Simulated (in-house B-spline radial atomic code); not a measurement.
Computed with a B-spline radial atomic code. Model: two electrons, singlet ground state, non-relativistic, full CI in B-splines with partial waves to l = 8 (at full coupling up to 3e-4 hartree above the limit, correlation up to 0.6 % small), density held at that of full coupling by Lieb maximisation.

W(λ) is the mean repulsion in the state of coupling λ less the Hartree energy of the fixed density. Its start is exact exchange, its initial slope is twice the second-order Görling-Levy correlation energy, and its area from 0 to 1 is E_xc. A straight curve means weak, dynamic correlation, and a curve that drops fast and flattens means strong correlation.

Command:
```bash
python run_ac.py task.json out
```
Settings (lengths in bohr, energies in hartree):
```
potential              dot
strength               0.596
lmax                   8
second                 3
```

Run time, properties included: 12 s on 1 thread of Intel(R) Xeon(R) Processor @ 2.30GHz (shared host).

**W = mean repulsion less Hartree energy, and W of three functionals.**

Given: confinement charge in harmonic well; well frequency 0.596 hartree; nuclear charge 3; external potential omega^2 r^2/2 - Z/r.

Computed: LDA exchange minus exact 238.98 millihartree; SCAN exchange minus exact -2.5761 millihartree.

```json
{"coupling": "0", "W xc (hartree)": "-1.6955", "W xc minus exchange (millihartree)": "0", "kinetic minus Kohn-Sham (millihartree)": "0", "LDA (PW92) W minus its exchange (millihartree)": "0", "PBE W minus its exchange (millihartree)": "0", "SCAN W minus its exchange (millihartree)": "0"}
{"coupling": "0.02", "W xc (hartree)": "-1.6973", "W xc minus exchange (millihartree)": "-1.875", "kinetic minus Kohn-Sham (millihartree)": "0", "LDA (PW92) W minus its exchange (millihartree)": "-13.09", "PBE W minus its exchange (millihartree)": "-1.86", "SCAN W minus its exchange (millihartree)": "-1.84"}
{"coupling": "0.05", "W xc (hartree)": "-1.7001", "W xc minus exchange (millihartree)": "-4.668", "kinetic minus Kohn-Sham (millihartree)": "0.1", "LDA (PW92) W minus its exchange (millihartree)": "-27.22", "PBE W minus its exchange (millihartree)": "-4.69", "SCAN W minus its exchange (millihartree)": "-4.55"}
{"coupling": "0.12", "W xc (hartree)": "-1.7066", "W xc minus exchange (millihartree)": "-11.097", "kinetic minus Kohn-Sham (millihartree)": "0.7", "LDA (PW92) W minus its exchange (millihartree)": "-53.11", "PBE W minus its exchange (millihartree)": "-11.3", "SCAN W minus its exchange (millihartree)": "-10.71"}
{"coupling": "0.25", "W xc (hartree)": "-1.7182", "W xc minus exchange (millihartree)": "-22.725", "kinetic minus Kohn-Sham (millihartree)": "2.8", "LDA (PW92) W minus its exchange (millihartree)": "-90.32", "PBE W minus its exchange (millihartree)": "-23.53", "SCAN W minus its exchange (millihartree)": "-21.71"}
{"coupling": "0.4", "W xc (hartree)": "-1.7311", "W xc minus exchange (millihartree)": "-35.657", "kinetic minus Kohn-Sham (millihartree)": "7", "LDA (PW92) W minus its exchange (millihartree)": "-124.79", "PBE W minus its exchange (millihartree)": "-37.33", "SCAN W minus its exchange (millihartree)": "-33.79"}
{"coupling": "0.6", "W xc (hartree)": "-1.7476", "W xc minus exchange (millihartree)": "-52.141", "kinetic minus Kohn-Sham (millihartree)": "15.2", "LDA (PW92) W minus its exchange (millihartree)": "-162.93", "PBE W minus its exchange (millihartree)": "-55.11", "SCAN W minus its exchange (millihartree)": "-49.04"}
{"coupling": "0.8", "W xc (hartree)": "-1.7633", "W xc minus exchange (millihartree)": "-67.813", "kinetic minus Kohn-Sham (millihartree)": "26.2", "LDA (PW92) W minus its exchange (millihartree)": "-195.4", "PBE W minus its exchange (millihartree)": "-72.11", "SCAN W minus its exchange (millihartree)": "-63.44"}
{"coupling": "1", "W xc (hartree)": "-1.7782", "W xc minus exchange (millihartree)": "-82.73", "kinetic minus Kohn-Sham (millihartree)": "39.6", "LDA (PW92) W minus its exchange (millihartree)": "-223.93", "PBE W minus its exchange (millihartree)": "-88.35", "SCAN W minus its exchange (millihartree)": "-77.09"}
{"coupling": "1.4", "W xc (hartree)": "?", "W xc minus exchange (millihartree)": "?", "kinetic minus Kohn-Sham (millihartree)": "?", "LDA (PW92) W minus its exchange (millihartree)": "?", "PBE W minus its exchange (millihartree)": "?", "SCAN W minus its exchange (millihartree)": "?"}
{"coupling": "2", "W xc (hartree)": "-1.8431", "W xc minus exchange (millihartree)": "-147.65", "kinetic minus Kohn-Sham (millihartree)": "135.7", "LDA (PW92) W minus its exchange (millihartree)": "-332.05", "PBE W minus its exchange (millihartree)": "-159.24", "SCAN W minus its exchange (millihartree)": "-136.27"}
{"coupling": "3", "W xc (hartree)": "-1.8953", "W xc minus exchange (millihartree)": "-199.8", "kinetic minus Kohn-Sham (millihartree)": "265.2", "LDA (PW92) W minus its exchange (millihartree)": "-408.44", "PBE W minus its exchange (millihartree)": "-216.53", "SCAN W minus its exchange (millihartree)": "-184.17"}
{"coupling": "4.5", "W xc (hartree)": "?", "W xc minus exchange (millihartree)": "?", "kinetic minus Kohn-Sham (millihartree)": "?", "LDA (PW92) W minus its exchange (millihartree)": "?", "PBE W minus its exchange (millihartree)": "?", "SCAN W minus its exchange (millihartree)": "?"}
{"coupling": "7", "W xc (hartree)": "-2.0293", "W xc minus exchange (millihartree)": "-333.81", "kinetic minus Kohn-Sham (millihartree)": "905.1", "LDA (PW92) W minus its exchange (millihartree)": "-589.87", "PBE W minus its exchange (millihartree)": "-368.57", "SCAN W minus its exchange (millihartree)": "-312.01"}
{"coupling": "10", "W xc (hartree)": "-2.088", "W xc minus exchange (millihartree)": "-392.59", "kinetic minus Kohn-Sham (millihartree)": "1398.9", "LDA (PW92) W minus its exchange (millihartree)": "-669.48", "PBE W minus its exchange (millihartree)": "-439.97", "SCAN W minus its exchange (millihartree)": "-371.25"}
```

Question: What belongs in the row 1.4?

Answer: W xc (hartree): -1.806; W xc minus exchange (millihartree): -110.5; kinetic minus Kohn-Sham (millihartree): 72.8; LDA (PW92) W minus its exchange (millihartree): -272.71; PBE W minus its exchange (millihartree): -118.64; SCAN W minus its exchange (millihartree): -102.41.

Question: What belongs in the row 4.5?

Answer: W xc (hartree): -1.9565; W xc minus exchange (millihartree): -261.07; kinetic minus Kohn-Sham (millihartree): 492.8; LDA (PW92) W minus its exchange (millihartree): -492.64; PBE W minus its exchange (millihartree): -284.8; SCAN W minus its exchange (millihartree): -241.55.

Question: What is the PBE exchange minus exact?

Answer: 30.356 millihartree.

**Energy parts, natural occupations and partial-wave weights.**

Computed: exchange energy -1.6955 hartree; correlation energy -0.043126 hartree; initial slope twice GL2 -0.093999 hartree; kinetic part over minus potential part 0.47872; Hartree energy 3.3909 hartree; Kohn-Sham kinetic 7.5278 hartree; Lieb Oxford ratio E_xc over LDA exchange 1.1937.

```csv
natural,occupation of the shell (electrons)
s,1.9939
p,0.0033803
s,?
d,0.00016237
p,0.00011287
s,4.4628e-05
```

Question: What belongs in the row s?

Answer: occupation of the shell (electrons): 0.002319.

```
wave      weight
   s     0.99814
   p           ?
   d  9.0657e-05
   f  1.2899e-05
   g  3.0084e-06
```

Question: What belongs in the row p?

Answer: weight: 0.001752.

Question: What is the kinetic part of the DFT correlation energy?

Answer: 0.039605 hartree.

Question: What is the total energy?

Answer: -7.1276 hartree.

Half-way to full coupling W has made 53 % of its drop, against 50 % for a straight line, and second-order (GL2) theory, half the initial slope, overshoots the correlation energy by about 9 %: a moderate bend, as in light atoms. Over couplings 0 to 1 the errors in E_xc come to about +147 millihartree for LDA, +28 millihartree for PBE, 0.0 millihartree for SCAN, so SCAN is nearest. In LDA and PBE and SCAN the errors of exchange and correlation have opposite signs, so the sum is smaller than the larger of the two.
